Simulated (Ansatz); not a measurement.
`CBC(C)C` + `FCS` → `CBSCF` + propane  (ligand exchange at a B–C bond)

Computed with Ansatz on PBE0-D4/def2-TZVP structures; ΔE is electronic, products minus reactants. CCSD(T)/CBS adds triple-zeta CCSD(T) − MP2 to the extrapolated MP2 energy (def2 sets, frozen cores). One conformer a species, not always the lowest.

| species | CCSD/CBS(def2) energy (Eh) |
| --- | --- |
| `CBC(C)C` | -183.59670 |
| `FCS` | -537.38487 |
| `CBSCF` | -602.06053 |
| `CCC` | -118.95971 |

**Question.** Work out ΔE.

**Answer.** ΔE = (-602.06053) + (-118.95971) − (-183.59670) − (-537.38487) = -0.03867 Eh = -101.5 kJ/mol. CCSD(T)/CBS gives -103.6 kJ/mol.

Largest T1 diagnostic among the species: 0.013.

The D4 term adds +3.0 kJ/mol with B3LYP and +1.9 kJ/mol with PBE0; it sums over pairs of atoms, weighted by their polarisabilities, and B3LYP, whose exchange is more repulsive, gets the larger term.

B3LYP here is the variant with VWN-RPA as its local correlation; programs differ in this.
